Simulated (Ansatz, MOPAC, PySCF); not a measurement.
Dissociation curve of BO, doublet.

Computed with: UKS-BP86/6-31G* = unrestricted BP86/6-31G*, spherical d (PySCF 2.14.0); UKS-B3LYP/6-31G* = PySCF with unrestricted B3LYP/6-31G*, spherical d; PM6, unrestricted, heats of formation (MOPAC); UCCSDT(Q) = CCSDT(Q) on UHF/cc-pVTZ, frozen core run with Ansatz (an electronic-structure program).

Energies relative to the lowest point of each curve near equilibrium, in mEh; the last columns give the difference from UCCSDT(Q):

```csv
R / Å,UKS-BP86/6-31G*,UKS-B3LYP/6-31G*,PM6,UCCSDT(Q),UKS-BP86/6-31G* − UCCSDT(Q),UKS-B3LYP/6-31G* − UCCSDT(Q),PM6 − UCCSDT(Q)
0.90,335.8,323.1,181.9,319.5,16.3,3.6,-137.6
0.96,190.2,179.6,100.5,179.5,10.7,0.2,-79.0
1.04,75.2,67.9,35.4,69.4,5.8,-1.5,-34.0
1.09,35.1,29.8,13.3,31.4,3.8,-1.5,-18.1
1.13,15.5,11.9,3.6,13.1,2.4,-1.2,-9.6
1.16,6.6,4.2,0.2,5.0,1.6,-0.8,-4.8
1.20,0.7,0.0,0.0,0.1,0.6,-0.1,-0.1
1.23,0.0,0.6,2.7,0.0,0.0,0.6,2.7
1.28,4.3,6.9,11.7,5.1,-0.8,1.8,6.5
1.33,13.8,18.3,25.0,15.2,-1.4,3.2,9.8
1.40,32.7,39.9,49.1,34.6,-1.9,5.3,14.6
```

UKS-BP86/6-31G* is furthest from UCCSDT(Q) at 0.90 (16.3 mEh, above); its mean absolute difference over the points is 4.1 mEh.

UKS-B3LYP/6-31G* is furthest from UCCSDT(Q) at 1.40 (5.3 mEh, above); its mean absolute difference over the points is 1.8 mEh.

PM6 is furthest from UCCSDT(Q) at 0.90 (-137.6 mEh, below); its mean absolute difference over the points is 28.8 mEh.

The scan ran from 0.90 to 4.81 Å; beyond the distances shown one of the unrestricted levels run for this scan, shown here or not, changes its spin distribution in one step. The unrestricted determinant behind UCCSDT(Q) is spin-contaminated at 1.33 to 1.40 Å (<S²> up to 0.9, against 0.75 for a pure doublet).
